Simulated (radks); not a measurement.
All-electron atom: Os2.75+ in [Xe] 4f14 5d3.75 6s1.5 (fractional occupations, a model configuration).

Calculated with a radial shooting solver on a logarithmic mesh with Libxc functionals: Dirac Kohn-Sham, PBEsol, spin-unpolarised, spherical densities, point nucleus; open shells are shared between the two j in proportion to 2j + 1.

Energy parts (eV):
part                       energy
total                  -470071.60
kinetic                 533740.99
electron-nucleus      -1175798.28
Hartree                 181094.60
exchange-correlation     -9108.92

Orbitals (lengths in bohr, moments of r in powers of bohr; r(90%) holds 90 % of the orbital's charge):
orbital  occ.  eigenvalue (eV)   <1/r>       <r^4>  r(90%)
1s1/2       2        -73776.52   90.49   5.124e-07  0.0323
2s1/2       2        -12867.21   22.10  0.00007586   0.116
2p1/2       2        -12320.14   22.06  0.00004546   0.102
2p3/2       4        -10789.58   18.31  0.00006783   0.113
3s1/2       2        -3019.298   8.112    0.002786   0.285
3p1/2       2        -2774.840   8.025    0.002447   0.276
3p3/2       4        -2441.090   7.053    0.003289   0.297
3d3/2       4        -2031.955   6.950    0.002211   0.270
3d5/2       6        -1959.647   6.724    0.002418   0.276
4s1/2       2        -662.8829   3.419     0.06440   0.620
4p1/2       2        -560.3848   3.309     0.06973   0.634
4p3/2       4        -481.8983   2.970     0.09356   0.682
4d3/2       4        -313.8244   2.760      0.1168   0.723
4d5/2       6        -299.2880   2.680      0.1279   0.739
5s1/2       2        -123.9212   1.358       1.832    1.43
5p1/2       2         -91.9906   1.235       2.664    1.57
4f5/2       6         -86.4479   2.260      0.3042   0.899
4f7/2       8         -83.6361   2.228      0.3239   0.913
5p3/2       4         -79.3441   1.117       3.712    1.71
5d3/2     1.5         -36.5571  0.8361       12.74    2.34
5d5/2    2.25         -35.2033  0.8112       14.19    2.40
6s1/2     1.5         -30.1290  0.5310       61.10    3.45

The highest occupied level is 6s1/2 at -30.129 eV. The density falls to 0.001 e/bohr^3 at r = 3.80 bohr. Summed over all electrons, <r^2> = 42.44 bohr^2, which gives a Langevin (diamagnetic) susceptibility term of -33.6 x 10^-6 cm^3/mol.
